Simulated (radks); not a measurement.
Coulomb parameter of the 4f shell of the promethium ion Pm2+ in the model configuration [Xe] 4f4 6s1, as a second difference U = [E(n + 1) + E(n - 1) - 2 E(n)] / (1)^2 with all orbitals relaxed. "Bare": the charge of the atom changes with n. "Screened": the 6s shell takes up the change at fixed total charge, which measures U(4f,4f) + U(6s,6s) - 2 U(4f,6s). All-electron calculation, Dirac Kohn-Sham, PBE, spin-unpolarised, spherical densities, finite nucleus; open shells are shared between the two j in proportion to 2j + 1; Fermi nuclear charge, rms radius 4.962 fm. Program: a radial shooting solver on a logarithmic mesh with Libxc functionals.

case         configuration  E - E(n) (eV)
start         [Xe] 4f4 6s1          0.000
bare +1       [Xe] 4f5 6s1        -15.456
bare -1       [Xe] 4f3 6s1         32.264
screened +1       [Xe] 4f5         -4.517
screened -1   [Xe] 4f3 6s2         11.591

U(bare) = 16.808 eV, U(screened by 6s) = 7.074 eV.
